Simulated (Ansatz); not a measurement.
# Nudged elastic band run: BCl2FH2

Input:

```yaml
crystal:
  periodic: [false, false, false]
  atoms:
    - { symbol: B, position_ang: [-0.006807, 0.523167, -0.076326] }
    - { symbol: F, position_ang: [-0.009374, 0.831322, 1.216104] }
    - { symbol: Cl, position_ang: [1.527763, 0.351766, -0.918573] }
    - { symbol: Cl, position_ang: [-1.538993, 0.298285, -0.911239] }
    - { symbol: H, position_ang: [0.075438, -2.447102, 0.80541] }
    - { symbol: H, position_ang: [0.063372, -2.083337, 1.478825] }
basis:
  gaussian: { orbitals: def2-SVP }
hamiltonian:
  xc: revpbe
  dispersion: d4
neb:
  order_check: false
  images: 5
  f_tol: 0.05
  max_iterations: 60
  final_atoms:
    - { symbol: B, position_ang: [0.01709392, -0.48767565, -0.51483497] }
    - { symbol: F, position_ang: [0.0163944, -0.01498499, 2.0264511] }
    - { symbol: Cl, position_ang: [1.52550859, 0.30600471, -0.93154047] }
    - { symbol: Cl, position_ang: [-1.52776215, 0.23913512, -0.91992546] }
    - { symbol: H, position_ang: [0.04350834, -1.6179863, -0.0755202] }
    - { symbol: H, position_ang: [0.0366559, -0.9503919, 2.00957101] }
  initial_path:
    images:
      - { positions_ang: [[-0.006807, 0.523167, -0.076326], [-0.009374, 0.831322, 1.216104], [1.527763, 0.351766, -0.918573], [-1.538993, 0.298285, -0.911239], [0.075438, -2.447102, 0.80541], [0.063372, -2.083337, 1.478825]] }
      - { positions_ang: [[-0.00467959, 0.3514441, -0.04650121], [-0.00659923, 0.53965281, 1.37151876], [1.55541596, 0.24743261, -0.91762918], [-1.5629538, 0.21045494, -0.91318287], [0.07144459, -2.10419691, 0.68328398], [0.05877106, -1.77068655, 1.41671153]] }
      - { positions_ang: [[-0.00255218, 0.1797212, -0.01667642], [-0.00382446, 0.24798363, 1.52693353], [1.58306892, 0.14309922, -0.91668537], [-1.58691459, 0.12262488, -0.91512675], [0.06745119, -1.76129183, 0.56115796], [0.05417011, -1.4580361, 1.35459805]] }
      - { positions_ang: [[-0.00042476, 0.0079983, 0.01314836], [-0.00104969, -0.04368556, 1.68234829], [1.61072189, 0.03876583, -0.91574155], [-1.61087539, 0.03479483, -0.91707062], [0.06345778, -1.41838674, 0.43903194], [0.04956917, -1.14538565, 1.29248458]] }
      - { positions_ang: [[0.0054148, -0.15722635, -0.16284608], [0.00476501, -0.0341187, 1.79704922], [1.58231745, 0.12784545, -0.92100786], [-1.58317098, 0.10290826, -0.91802223], [0.05680797, -1.48491993, 0.26751456], [0.04526475, -1.08038773, 1.53151339]] }
      - { positions_ang: [[0.01125436, -0.322451, -0.33884052], [0.01057971, -0.02455184, 1.91175016], [1.55391302, 0.21692508, -0.92627417], [-1.55546656, 0.17102169, -0.91897385], [0.05015816, -1.55145311, 0.09599718], [0.04096032, -1.01538981, 1.7705422]] }
      - { positions_ang: [[0.01709392, -0.48767565, -0.51483497], [0.0163944, -0.01498499, 2.0264511], [1.52550859, 0.30600471, -0.93154047], [-1.52776215, 0.23913512, -0.91992546], [0.04350834, -1.6179863, -0.0755202], [0.0366559, -0.9503919, 2.00957101]] }
```

Command:

```bash
$ ansatz run input.yaml --threads 1 --pin off --max-ram 2048MiB --backend cpu --events-out ev --progress --plain --runs-dir out
```

Output, in part (warnings, iteration lines, the closing report on the highest movable image, with atoms numbered from 0):

```
NEB end point (image 0): max|allowed force component| = 2.531e-2 eV/Å (the criterion of neb.relax_end_points is 1.000e-2)
NEB end point (image 6): max|allowed force component| = 5.311e-3 eV/Å (the criterion of neb.relax_end_points is 1.000e-2)
NEB iter   1: max|band force component| = 4.304e0 eV/Å  barrier→ = 3.1399 eV  barrier← = 1.8164 eV  Δτ_max = 0.2000 Å  (178 SCF iters)
NEB iter   2: max|band force component| = 2.282e0 eV/Å  barrier→ = 1.9721 eV  barrier← = 0.6486 eV  Δτ_max = 0.2000 Å  (160 SCF iters)
NEB iter   3: max|band force component| = 6.012e0 eV/Å  barrier→ = 1.7821 eV  barrier← = 0.4586 eV  Δτ_max = 0.0997 Å  (154 SCF iters)
NEB iter   4: max|band force component| = 3.518e0 eV/Å  barrier→ = 1.8561 eV  barrier← = 0.5326 eV  Δτ_max = 0.1061 Å  (137 SCF iters)
NEB iter   5: max|band force component| = 7.141e-1 eV/Å  barrier→ = 1.8483 eV  barrier← = 0.5247 eV  Δτ_max = 0.1955 Å  (140 SCF iters)
NEB iter   6: max|band force component| = 3.039e0 eV/Å  barrier→ = 1.8504 eV  barrier← = 0.5268 eV  Δτ_max = 0.0728 Å  (142 SCF iters)
NEB iter   7: max|band force component| = 1.611e0 eV/Å  barrier→ = 1.8301 eV  barrier← = 0.5066 eV  Δτ_max = 0.1613 Å  (135 SCF iters)
NEB iter   8: max|band force component| = 1.138e0 eV/Å  barrier→ = 1.8315 eV  barrier← = 0.5080 eV  Δτ_max = 0.1877 Å  (142 SCF iters)
NEB iter   9: max|band force component| = 1.918e0 eV/Å  barrier→ = 1.8331 eV  barrier← = 0.5096 eV  Δτ_max = 0.0977 Å  (140 SCF iters)
NEB iter  10: max|band force component| = 7.523e-1 eV/Å  barrier→ = 1.8248 eV  barrier← = 0.5013 eV  Δτ_max = 0.1891 Å  (137 SCF iters)
NEB iter  11: max|band force component| = 2.024e0 eV/Å  barrier→ = 1.8485 eV  barrier← = 0.5250 eV  Δτ_max = 0.1023 Å  (138 SCF iters)
NEB iter  12: max|band force component| = 5.913e-1 eV/Å  barrier→ = 1.8168 eV  barrier← = 0.4933 eV  Δτ_max = 0.0591 Å  (139 SCF iters)
NEB iter  13: max|band force component| = 4.003e-1 eV/Å  barrier→ = 1.8195 eV  barrier← = 0.4960 eV  CI = image 4  Δτ_max = 0.1421 Å  (132 SCF iters)
NEB iter  14: max|band force component| = 6.701e0 eV/Å  barrier→ = 1.8488 eV  barrier← = 0.5253 eV  CI = image 4  Δτ_max = 0.0753 Å  (138 SCF iters)
NEB iter  15: max|band force component| = 6.222e-1 eV/Å  barrier→ = 1.8601 eV  barrier← = 0.5366 eV  CI = image 4  Δτ_max = 0.0949 Å  (138 SCF iters)
NEB iter  16: max|band force component| = 4.490e-1 eV/Å  barrier→ = 1.8602 eV  barrier← = 0.5367 eV  CI = image 4  Δτ_max = 0.1446 Å  (135 SCF iters)
NEB iter  17: max|band force component| = 1.469e0 eV/Å  barrier→ = 1.8597 eV  barrier← = 0.5362 eV  CI = image 4  Δτ_max = 0.0744 Å  (125 SCF iters)
NEB iter  18: max|band force component| = 4.120e-1 eV/Å  barrier→ = 1.8597 eV  barrier← = 0.5361 eV  CI = image 4  Δτ_max = 0.1446 Å  (134 SCF iters)
NEB iter  19: max|band force component| = 1.261e0 eV/Å  barrier→ = 1.8597 eV  barrier← = 0.5362 eV  CI = image 4  Δτ_max = 0.0747 Å  (135 SCF iters)
NEB iter  20: max|band force component| = 4.364e-1 eV/Å  barrier→ = 1.8597 eV  barrier← = 0.5362 eV  CI = image 4  Δτ_max = 0.1420 Å  (100 SCF iters)
NEB iter  21: max|band force component| = 1.651e0 eV/Å  barrier→ = 1.8597 eV  barrier← = 0.5362 eV  CI = image 4  Δτ_max = 0.0708 Å  (116 SCF iters)
NEB iter  22: max|band force component| = 5.623e-1 eV/Å  barrier→ = 1.8597 eV  barrier← = 0.5362 eV  CI = image 4  Δτ_max = 0.0725 Å  (116 SCF iters)
NEB iter  23: max|band force component| = 1.220e-1 eV/Å  barrier→ = 1.8597 eV  barrier← = 0.5362 eV  CI = image 4  Δτ_max = 0.1426 Å  (111 SCF iters)
NEB iter  24: max|band force component| = 1.373e0 eV/Å  barrier→ = 1.8597 eV  barrier← = 0.5362 eV  CI = image 4  Δτ_max = 0.0722 Å  (114 SCF iters)
NEB iter  25: max|band force component| = 7.259e-1 eV/Å  barrier→ = 1.8597 eV  barrier← = 0.5362 eV  CI = image 4  Δτ_max = 0.1510 Å  (114 SCF iters)
NEB iter  26: max|band force component| = 1.265e0 eV/Å  barrier→ = 1.8597 eV  barrier← = 0.5362 eV  CI = image 4  Δτ_max = 0.0753 Å  (114 SCF iters)
NEB iter  27: max|band force component| = 4.206e-1 eV/Å  barrier→ = 1.8597 eV  barrier← = 0.5362 eV  CI = image 4  Δτ_max = 0.1434 Å  (112 SCF iters)
NEB iter  28: max|band force component| = 1.334e0 eV/Å  barrier→ = 1.8597 eV  barrier← = 0.5362 eV  CI = image 4  Δτ_max = 0.0738 Å  (114 SCF iters)
NEB iter  29: max|band force component| = 4.159e-1 eV/Å  barrier→ = 1.8597 eV  barrier← = 0.5362 eV  CI = image 4  Δτ_max = 0.1455 Å  (96 SCF iters)
NEB iter  30: max|band force component| = 1.538e0 eV/Å  barrier→ = 1.8597 eV  barrier← = 0.5362 eV  CI = image 4  Δτ_max = 0.0747 Å  (101 SCF iters)
NEB iter  31: max|band force component| = 1.004e0 eV/Å  barrier→ = 1.8597 eV  barrier← = 0.5362 eV  CI = image 4  Δτ_max = 0.0732 Å  (111 SCF iters)
NEB iter  32: max|band force component| = 4.407e-1 eV/Å  barrier→ = 1.8597 eV  barrier← = 0.5362 eV  CI = image 4  Δτ_max = 0.0753 Å  (110 SCF iters)
NEB iter  33: max|band force component| = 2.667e0 eV/Å  barrier→ = 1.8597 eV  barrier← = 0.5362 eV  CI = image 4  Δτ_max = 0.0375 Å  (95 SCF iters)
NEB iter  34: max|band force component| = 5.264e-1 eV/Å  barrier→ = 1.8597 eV  barrier← = 0.5362 eV  CI = image 4  Δτ_max = 0.0328 Å  (96 SCF iters)
NEB iter  35: max|band force component| = 5.636e-2 eV/Å  barrier→ = 1.8597 eV  barrier← = 0.5362 eV  CI = image 4  Δτ_max = 0.0206 Å  (96 SCF iters)
NEB iter  36: max|band force component| = 1.231e-1 eV/Å  barrier→ = 1.8597 eV  barrier← = 0.5362 eV  CI = image 4  Δτ_max = 0.0101 Å  (86 SCF iters)
NEB iter  37: max|band force component| = 2.528e-2 eV/Å  barrier→ = 1.8597 eV  barrier← = 0.5362 eV  CI = image 4  Δτ_max = 0.0000 Å  (217 SCF iters)
Total energy: -28456.45753778 eV, -1045.7555260337 hartree
Atom 0 at     0.014742    -0.299840    -0.030231 Å, force     0.000013     0.000001    -0.000001 eV/Å
Atom 1 at     0.016991     0.078634     1.581953 Å, force     0.000001     0.000005    -0.000001 eV/Å
Atom 2 at     1.547909     0.188175    -0.780014 Å, force    -0.000004     0.000000     0.000002 eV/Å
Atom 3 at    -1.543182     0.132893    -0.762724 Å, force    -0.000004    -0.000001     0.000001 eV/Å
Atom 4 at     0.039761    -1.587308     0.325562 Å, force    -0.000001    -0.000000    -0.000001 eV/Å
Atom 5 at     0.035178    -1.038452     1.259655 Å, force    -0.000004    -0.000005     0.000002 eV/Å
Dipole moment:     0.006867    -0.321972     0.197822 e Å
```

The forces met the threshold. A vibrational analysis at the climbing image gives one clearly imaginary mode, 974i cm⁻¹: a first-order saddle point. The orbitals stay closed-shell, which can raise the energy where a bond breaks towards radicals; this wasn't checked here.

Final band (atoms are numbered from 1 in the order of the input):

| image | path coordinate (Å) | energy (eV) | B1–F2 (Å) | H5–H6 (Å) | B1–H5 (Å) |
| --- | --- | --- | --- | --- | --- |
| 0 | 0.00 | 0.00 | 1.33 | 0.77 | 3.10 |
| 1 | 0.51 | 0.04 | 1.33 | 0.76 | 2.63 |
| 2 | 1.03 | 0.22 | 1.34 | 0.76 | 2.17 |
| 3 | 1.54 | 0.89 | 1.40 | 0.81 | 1.66 |
| 4 | 2.06 | 1.86 | 1.66 | 1.08 | 1.34 |
| 5 | 2.64 | 1.41 | 2.19 | 1.59 | 1.23 |
| 6 | 3.21 | 1.32 | 2.58 | 2.19 | 1.21 |

Run time: 4.5 min on 1 thread of Arm Neoverse V2, on a shared host, peak memory 0.12 GiB.
